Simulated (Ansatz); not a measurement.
```yaml
crystal:
  periodic: [false, false, false]
  atoms:
    - {symbol: C, position_ang: [0.014514, 0.875606, 0.134193]}
    - {symbol: O, position_ang: [0.763070, 0.070669, -0.741217]}
    - {symbol: Sn, position_ang: [0.759911, -1.861479, -1.057555]}
    - {symbol: Xx, position_ang: [-0.928599, -2.478466, 0.513876]}
    - {symbol: H, position_ang: [-0.540917, 1.623631, -0.441327]}
    - {symbol: H, position_ang: [-0.697492, 0.297400, 0.732248]}
    - {symbol: H, position_ang: [0.690713, 1.404738, 0.813982]}
basis:
  gaussian: {orbitals: def2-SVPD, point_charges: [{charge: 1.00, position_ang: [4.668, -0.640, 0.899]}]}
hamiltonian: {xc: {name: CAM-B3LYP}}
output: {forces: true}
```

```sh
$ ansatz run in.yaml --threads 4 --pin off --events-out ev --progress --plain --max-ram 10444MiB
```

It prints (some lines left out):

```
Error: YAML parse error: error: line 7 column 16: `Xx` is not an element symbol (H … Og, case-exact)
 --> <input>:7:16
5 |     - {symbol: O, position_ang: [0.763070, 0.070669, -0.741217]}
6 |     - {symbol: Sn, position_ang: [0.759911, -1.861479, -1.057555]}
7 |     - {symbol: Xx, position_ang: [-0.928599, -2.478466, 0.513876]}
8 |     - {symbol: H, position_ang: [-0.540917, 1.623631, -0.441327]}
9 |     - {symbol: H, position_ang: [-0.697492, 0.297400, 0.732248]}
```

Q: Something in this input is off. What?

A: An element symbol is wrong. The input was rejected before any iteration.
